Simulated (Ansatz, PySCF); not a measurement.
Stretching the Cd1–H2 bond in CH4Cd (SMILES [CH3][CdH]) (multiplicity 1 held, fragments rigid). Energies count from the point at 1.682 Å.
Geometry at that point (charge 0, multiplicity 1):
```xyz
6

Cd    -0.28069    -0.15103    -0.04142
H     -1.74995    -0.94161    -0.25822
C      1.58135     0.85090     0.23335
H      2.03124     0.55928     1.18282
H      1.43289     1.93112     0.23533
H      2.27073     0.59541    -0.57191
```

Restricted levels (R-, RO-) in cc, def2 and unpolarised 6-31G sets keep to the state of the molecule at rest. U- levels take the lowest unrestricted solution at each point, which mixes spins at long bonds. Active spaces are followed from a long bond inwards. Left out are points that failed, MP2 points that dive below the minimum, coupled-cluster points behind a jump of the amplitudes or a sharp parting from full CI or MRCI, small-basis points behind a change of solution, and semi-empirical points at long bonds. Curves can end on different states.

Cores are frozen in the correlated methods. Rows in LANL2DZ carry no dispersion term and start afresh at each structure. LANL2DZ brings its own core potentials from Na on.

Programs: Ansatz (Gaussian orbitals); PySCF for LANL2DZ rows. Each number belongs to the level named beside it. In def2 rows elements past Kr take small-core potentials, without spin–orbit coupling.

Energies in kcal/mol.

```tsv
R (Å)	R-BP86/LANL2DZ	U-wB97X-V/def2-TZVPP	R-MP2/def2-TZVPP	FIC-MRCISD+Q on CASSCF(2,2)/def2-TZVPP
1.346	37.0	24.9	22.1	25.0
1.514	10.1	4.5	3.3	4.6
1.682	0.0	0.0	0.0	0.0
1.851	-1.0	3.6	4.6	3.3
2.019	2.7	11.2	12.9	10.4
2.271	12.3	25.6	27.9	23.4
2.524	23.5	40.6	43.1	36.2
2.944	41.1	61.9	65.4	53.5
3.365	55.4	71.7	82.9	64.5
3.870	67.9	75.7	97.6	70.7
4.543	78.5	76.8	108.5	73.3
5.384	left out	77.0	110.9	73.9
```

Doubts at one or more of the structures used: a spin-contaminated determinant (U-wB97X-V/def2-TZVPP); a restricted determinant that unrestricted orbitals would lower (R-MP2/def2-TZVPP).

Ansatz is an electronic-structure program.
